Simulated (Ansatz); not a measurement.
## GaH6OP: where a starting geometry ends

The starting geometry of this gas-phase singlet is a saddle point at B3LYP/6-31G*, pushed by 0.25 Å along its imaginary mode; its bonds are those of `O[PH2+][GaH3-]`.

```xyz
9

Ga   -0.3379   -0.9873    1.8256
O     0.1659    0.7692   -1.2691
P     0.9862   -0.1165   -0.1546
H     1.6454   -1.0942   -0.9379
H    -0.5793    0.4020    2.5885
H     2.1007    0.7178    0.0836
H    -0.8105    0.7371   -1.0900
H    -1.5562   -1.5700    0.9474
H     0.7500   -2.0073    2.3799
```

**Question.** Where would you expect an optimisation with B3LYP/6-31G* to take it?

**Answer.** It keeps its bonds, and is `O[PH2+][GaH3-]`.

The energy falls by 0.03 eV over 31 steps:

| step | E − E(last) (eV) |
| --- | --- |
| 1 | 0.033 |
| 4 | 0.014 |
| 8 | 0.014 |
| 11 | 0.012 |
| 14 | 0.008 |
| 18 | 0.002 |
| 21 | 0.001 |
| 24 | 0.000 |
| 28 | 0.000 |
| 31 | 0.000 |

Final geometry (Å):

```yaml
atoms:
  - { symbol: Ga, position_ang: [-0.3229, -0.8890, 1.8294] }
  - { symbol: O, position_ang: [0.0409, 0.2650, -1.3576] }
  - { symbol: P, position_ang: [1.0745, -0.0412, -0.1153] }
  - { symbol: H, position_ang: [2.0702, -0.8380, -0.7296] }
  - { symbol: H, position_ang: [-0.0882, 0.2262, 2.9215] }
  - { symbol: H, position_ang: [1.8266, 1.1553, -0.0362] }
  - { symbol: H, position_ang: [-0.8593, 0.0467, -1.0505] }
  - { symbol: H, position_ang: [-1.6101, -0.7214, 0.8829] }
  - { symbol: H, position_ang: [0.2327, -2.3529, 2.0287] }
```

Frequencies at the end are all real (lowest 41 cm⁻¹). Run with Ansatz 0.2.0, 110 s on 1 thread of Arm Neoverse V1 (shared host).
